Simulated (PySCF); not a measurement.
Job file and geometry (Å, from GFN2-xTB) of an NMR shielding run on SMILES CS[SiH2]/C(CF)=C(/C)F, C5H10F2SSi, GIAO PBE0/pcSseg-1 NMR shielding, non-relativistic, gas phase in PySCF 2.14.0, density-fitted response routines; density fitting, a coarse starting grid and PySCF grid level 2 are the driver's defaults:

```
$ OMP_NUM_THREADS=1 python probes_run.py task.json out

{"job": {"kind": "nmr", "xc": "PBE0", "basis": "pcSseg-1"}, "charge": 0, "multiplicity": 1}
C      2.768444     0.506394    -0.073785
S      2.395993    -0.430212    -1.592215
Si     0.365456     0.190300    -1.930196
C     -0.632617    -0.233780    -0.382634
C     -1.175198    -1.624555    -0.231503
F     -2.532304    -1.616721     0.011941
C     -0.859190     0.665328     0.572344
C     -1.617854     0.518231     1.843121
F     -0.357906     1.916516     0.402059
H      2.127934     0.161149     0.732385
H      3.807327     0.311729     0.168883
H      2.617680     1.566268    -0.251228
H     -0.063844    -0.642385    -3.041427
H      0.339077     1.623992    -2.183670
H     -1.028002    -2.206664    -1.145256
H     -0.714341    -2.150586     0.614709
H     -2.679311     0.690709     1.665057
H     -1.264716     1.248665     2.568037
H     -1.506433    -0.485126     2.245917
```

Q: Write the output of this run.

A: 
```
coarse grid: 17056 points
cycle   1  E = -1083.0104447924  dE =  9.098e-01  |g| = 6.759e-01  |ddm| = 3.930e+00
cycle   2  E = -1082.9566019879  dE =  5.384e-02  |g| = 9.120e-01  |ddm| = 1.226e+00
cycle   3  E = -1083.0955294391  dE = -1.389e-01  |g| = 8.895e-02  |ddm| = 7.016e-01
cycle   4  E = -1083.0970207615  dE = -1.491e-03  |g| = 4.021e-02  |ddm| = 1.106e-01
cycle   5  E = -1083.0973979050  dE = -3.771e-04  |g| = 1.224e-02  |ddm| = 4.515e-02
cycle   6  E = -1083.0974267769  dE = -2.887e-05  |g| = 4.904e-03  |ddm| = 1.493e-02
cycle   7  E = -1083.0974320613  dE = -5.284e-06  |g| = 8.957e-04  |ddm| = 4.616e-03
final grid: 156640 points
cycle   8  E = -1083.1656050937  dE = -4.320e-05  |g| = 1.064e-02  |ddm| = 3.641e-02
cycle   9  E = -1083.1655839486  dE =  2.115e-05  |g| = 1.479e-02  |ddm| = 2.086e-02
cycle  10  E = -1083.1656307485  dE = -4.680e-05  |g| = 1.395e-03  |ddm| = 1.243e-02
cycle  11  E = -1083.1656310554  dE = -3.068e-07  |g| = 3.285e-04  |ddm| = 1.314e-03
cycle  12  E = -1083.1656310731  dE = -1.772e-08  |g| = 1.442e-04  |ddm| = 4.466e-04
cycle  13  E = -1083.1656310782  dE = -5.155e-09  |g| = 4.027e-05  |ddm| = 1.742e-04
cycle  14  E = -1083.1656310786  dE = -3.643e-10  |g| = 1.062e-05  |ddm| = 4.177e-05
converged SCF energy = -1083.1656310786

GIAO shielding tensors (ppm)
atom      isotropic    diamagn.    paramagn.     s11        s22        s33       span
  0 C      172.681     252.532     -79.851    162.976    165.310    189.758     26.782
  1 S      701.208    1058.017    -356.809    617.078    649.080    837.466    220.388
  2 Si     381.620     881.149    -499.529    338.179    394.319    412.363     74.184
  3 C       76.573     268.685    -192.113    -11.082     83.164    157.636    168.718
  4 C      103.472     241.579    -138.107     69.125     86.348    154.942     85.817
  5 F      409.385     472.186     -62.801    364.670    394.644    468.841    104.171
  6 C        2.110     252.201    -250.090   -116.813     56.747     66.397    183.210
  7 C      166.613     250.323     -83.710    153.760    158.548    187.530     33.770
  8 F      227.558     479.361    -251.803    124.349    257.848    300.477    176.128
  9 H       29.898      34.034      -4.136     24.379     29.180     36.135     11.757
 10 H       29.687      29.342       0.345     23.652     26.899     38.511     14.859
 11 H       29.767      31.426      -1.659     25.543     26.814     36.944     11.401
 12 H       27.023      29.513      -2.490     23.226     25.235     32.608      9.382
 13 H       26.255      29.957      -3.703     22.253     25.120     31.390      9.137
 14 H       26.520      29.220      -2.701     21.528     27.827     30.204      8.676
 15 H       26.389      30.156      -3.767     22.194     27.468     29.505      7.312
 16 H       29.107      27.413       1.694     24.953     27.141     35.226     10.273
 17 H       29.731      28.886       0.845     25.266     28.226     35.700     10.434
 18 H       29.350      30.385      -1.035     25.705     29.058     33.287      7.582
```

Q: Turn these shieldings into chemical shifts. Scale: TMS for 13C (186.93 ppm) and 29Si (349.16 ppm) and 1H (31.72 ppm); CS2 for 33S (503.73 ppm); 19F (170.95 ppm) against CFCl3 (reference shieldings calculated alike).

A: Averaging equivalent atoms: C 6: 184.8; C 3: 110.4; C 4: 83.5; C 7: 20.3; C 0: 14.2; S 1: -197; Si 2: -32.5; F 8: -56.6; F 5: -238.4; H 14/15: 5.26; H 12/13: 5.08; H 16/17/18: 2.32; H 9/10/11: 1.93 ppm. Unscaled 19F shifts against computed CFCl3 carry errors that often reach 10 to 50 ppm.

Size and cost of the density-fitted run: 217 basis functions, 49 s wall time on 1 thread of an Arm Neoverse V1, shared host; peak memory 1 GiB.
